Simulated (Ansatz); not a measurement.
System: P, charge 0, quartet.

Total energies in cc-pV(5+d)Z, 5 correlated electrons, 5 frozen orbitals. Open shells are spin-unrestricted; no spin-orbit coupling. Correlated methods leave the cores frozen. No relativity.

| method | program | energy (Eh) | minus CCSDT(Q) (mEh) |
|---|---|---|---|
| HF | Ansatz | -340.71915 | 112.04 |
| MP2 | Ansatz | -340.81093 | 20.26 |
| CCSD | Ansatz | -340.82555 | 5.64 |
| CCSD(T) | Ansatz | -340.83035 | 0.85 |
| CCSDT(Q) | Ansatz | -340.83119 | 0.00 |

Ansatz is a program for electronic structure.
